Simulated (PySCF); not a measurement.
Where the electron goes

Compound: MnO3Cl (singlet state).
SMILES with atom numbers: `[O:1]=[Mn:2](=[O:3])(=[O:4])[Cl:5]`

Structure used (PBE0-D3(BJ)/def2-SVP), in Å, numbered top down from 1:
```
atom  x, y, z in Å
O1    -0.533    1.343   -0.657
Mn2   -0.137    0.022    0.016
O3    -0.879   -1.163   -0.611
O4    -0.362    0.082    1.532
Cl5    1.928   -0.278   -0.315
```

Theory: PySCF 2.14.0, density-fitted response routines, TDDFT CAM-B3LYP/def2-SVPD, vertical, gas phase, core orbitals frozen in the response.

Kohn–Sham orbitals with the atoms that hold most of them (Löwdin shares over 4%, at most four atoms):

```
orbital  ε (eV)                             atoms
 LUMO+2   -3.84  Mn2 46%, Cl5 23%, O1 10%, O4 10%
 LUMO+1   -4.62    Mn2 51%, O4 21%, O3 18%, O1 6%
   LUMO   -4.62   Mn2 51%, O1 24%, O3 12%, O4 10%
   HOMO  -11.28            Cl5 78%, O3 11%, O4 7%
 HOMO-1  -11.29            Cl5 78%, O1 11%, O4 8%
 HOMO-2  -11.90            O1 33%, O4 33%, O3 33%
 HOMO-3  -13.03   O1 29%, O3 26%, O4 26%, Cl5 13%
```

Within 0.005 eV of a neighbour in this list lie HOMO-1/HOMO and LUMO/LUMO+1 (point group found: C3v); within a degenerate set the shares of single atoms can hang on how the components are chosen.

Task: How does S1 compare with the orbital gap of 6.66 eV?

Result: S1 is at 2.37 eV (f = 0.0001), 4.30 eV below the gap, made of HOMO-2→LUMO/LUMO+1 (≥68%), HOMO-1/HOMO→LUMO/LUMO+1 (≥18%). S1/S2 lie within about 0.01 eV of each other. Its leading pair isn't HOMO and LUMO; the energies of that pair differ by 7.28 eV. 

For S1 the Löwdin share of manganese is at most 1% in HOMO-2 and 51% in LUMO (ligand-to-metal charge transfer by this measure).

Next come S2 at 2.37 eV (f 0.0001), HOMO-2→LUMO/LUMO+1 (≥67%), HOMO-1/HOMO→LUMO/LUMO+1 (≥18%); S3 at 2.76 eV (f 0.0000), HOMO-1/HOMO→LUMO/LUMO+1 (≥74%); S4 at 3.00 eV (f 0.018), HOMO-1/HOMO→LUMO/LUMO+1 (≥66%), HOMO-3→LUMO/LUMO+1 (≥9%); S5 at 3.06 eV (f 0.0023), HOMO-1/HOMO→LUMO/LUMO+1 (≥42%), HOMO-2→LUMO/LUMO+1 (≥17%).

Orbitals of the list HOMO-3 to LUMO+2 that lie within 0.01 eV of each other are written together with a slash and their weights summed (≥ marks a lower bound); for degenerate orbitals outside that list single weights are arbitrary.

Löwdin shares depend on the basis, the more so with diffuse functions.

Hardware: an Arm Neoverse N1 with one thread, no GPU (shared host). Cost: 2.3 min.
